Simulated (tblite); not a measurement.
Species: C6H13PSe.
Cartesian coordinates in Å at the GFN2-xTB level; atoms count from 1:
```
atom  x, y, z in Å
C1    -1.3323    1.5006   -0.8400
C2    -0.9967    0.0974   -0.3383
C3    -2.1303   -0.4333    0.5371
C4     0.3180    0.1133    0.4402
C5     0.8202   -1.2716    0.9144
P6     2.5533   -0.8119    0.4418
Se7    3.9822   -0.3659    1.8778
C8     1.5623    0.5196   -0.3857
H9    -0.5457    1.8851   -1.4841
H10   -2.2604    1.4872   -1.4060
H11   -1.4528    2.1818   -0.0006
H12   -0.8808   -0.5679   -1.2024
H13   -3.0626   -0.4451   -0.0226
H14   -1.9230   -1.4452    0.8764
H15   -2.2632    0.2014    1.4107
H16    0.2115    0.7801    1.2994
H17    0.6639   -1.4900    1.9695
H18    0.4282   -2.0906    0.3112
H19    2.9473   -1.7053   -0.5627
H20    1.4352    0.3404   -1.4538
H21    1.9168    1.5367   -0.2280
```

All values are computed: GFN2-xTB (tblite) harmonic vibrations without scaling, gas phase. Errors from tens to a few hundred cm⁻¹ against measured bands are possible. Modes of hydrogen on phosphorus can be 10 to 20 % off. One conformer, not necessarily the lowest.

Harmonic wavenumbers (cm⁻¹): 27.8, 82.3, 109.4, 152.4, 199.3, 212.6, 224.7, 304.4, 342.2, 417.7, 420.4, 488.2, 572.0, 643.0, 719.8, 727.4, 772.6, 788.8, 847.3, 910.6, 947.3, 949.3, 981.3, 997.4, 1016.7, 1061.9, 1064.2, 1148.8, 1158.4, 1169.6, 1174.9, 1208.7, 1266.2, 1272.0, 1319.5, 1351.3, 1410.6, 1417.8, 1418.4, 1426.6, 1495.2, 1497.5, 1506.1, 1508.0, 2166.6, 2918.1, 2956.2, 2972.3, 2975.7, 2997.8, 2998.4, 3031.3, 3035.3, 3036.7, 3041.6, 3044.7, 3047.6.

A = 3357, B = 450.6, C = 432.2 MHz; mass 195.992 u (most abundant isotopes); point group Cs, symmetry number 1.

Problem. What is the zero-point energy?

Solution. ½Σν̃ = 38476 cm⁻¹ = 460.28 kJ/mol.

Problem. Entropy at 298.15 K, 1 bar (ideal gas, RRHO, classical rotation)?

Solution. Translation 174.68, rotation 127.93, vibration 126.36: S = 429.0 J/(mol K).

Problem. And Cp and H(298.15 K) − H(0)?

Solution. Cp = 166.02 J/(mol K), of which vibrations give 132.76 (their classical limit is 57 R = 473.9); H(298.15 K) − H(0) = 29.57 kJ/mol without the zero-point energy, 19.65 from vibrations.

Problem. Blend soft modes into free rotors: weight 1/[1 + (100 cm⁻¹/ν̃)⁴] for the oscillator and the rest for a rotor with moment μB/(μ + B), μ = h/(8π²ν), B = 10⁻⁴⁴ kg m². What vibrational entropy results?

Solution. 115.47 J/(mol K) in place of 126.36, which changes −T·S at 298.15 K by +3.25 kJ/mol.

Problem. What must be added to the electronic energy to get the Gibbs energy at 298.15 K and 1 bar?

Solution. ZPE + [H(298.15 K) − H(0)] − T·S = 460.28 + 29.57 − 127.90 = 361.95 kJ/mol.

Hindered rotation and anharmonicity are outside this model. Other conformers, if any are populated, would add a mixing term that is left out.

On one thread, Arm Neoverse V1 (aarch64), shared host with 32 logical CPUs at a one-minute load of 28, this took 1.0 s of wall time. This covers the Hessian and the dipole derivatives.
